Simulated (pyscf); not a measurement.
F–Ga [singlet] + silanol (HO–SiH₃) → HO–SiH₂–GaH–F, an insertion (singlet surface; H–Si broken, Ga–Si, Ga–H formed). Single points on ωB97X-D3(BJ)/def2-SVP structures (PySCF, gas phase). Correlated levels are frozen-core, on RHF or UHF. ΔMP2 is the change of the MP2 total energy from the triple- to the quadruple-zeta basis. Energies in eV from the separated reactants.

Small-basis levels: PySCF, no dispersion term, spherical d functions. AM1 to PM7: differences of heats of formation from MOPAC, which are fitted to 298 K values and so differ in kind from electronic energies by zero-point and thermal terms. GFN2-xTB: tblite. Cost: rough CPU time at the saddle relative to B3LYP/6-31G*+LANL2DZ, from one job on a shared machine.

| level | barrier | reaction energy | cost |
|---|---|---|---|
| MP2/6-31G*+LANL2DZ | 2.22 | +0.29 | 0.1 |
| BP86/6-31G*+LANL2DZ | 1.52 | +0.03 | 1 |
| B3LYP/3-21G | 1.47 | -0.52 | 1 |
| B3LYP/LANL2DZ | 2.29 | +0.14 | 0.7 |
| B3LYP/6-31G*+LANL2DZ | 1.81 | +0.11 | 1 |
| B3LYP/6-311+G**+LANL2DZ | 2.06 | +0.20 | 2 |
| PBE/def2-SVP | 1.51 | +0.06 | 2 |
| GFN2-xTB | 2.41 | +1.02 | under 0.02 |
| PM7 | 2.18 | -1.33 | under 0.02 |
| CCSD(T)/def2-TZVPP + ΔMP2(QZVPP) | 1.81 | +0.12 | – |

Against the last row the barrier runs from -0.34 (B3LYP/3-21G) to +0.60 eV (GFN2-xTB). CCSD(T)/def2-TZVPP + ΔMP2(QZVPP) has limits of its own. The reactants may also form a dative adduct at F–Ga [singlet]; it and routes through it were not searched. HO–SiH₂–GaH–F lies 0.73 eV over its isomer F–GaH–O–SiH₃ (electronic energy, ωB97M-D3(BJ)/def2-TZVP). This is the saddle that the search found; another between the same sides may lie lower. The CCSD(T) − MP2 part came from Ansatz, without density fitting, on the same reference. The frozen core leaves the outer d or s,p core shells of the metals and heavy elements correlated in the MP2 and CC values, and def2-TZVPP describes them poorly, which can shift differences by a few kcal/mol. In the def2 sets elements up to Kr have no core potential.
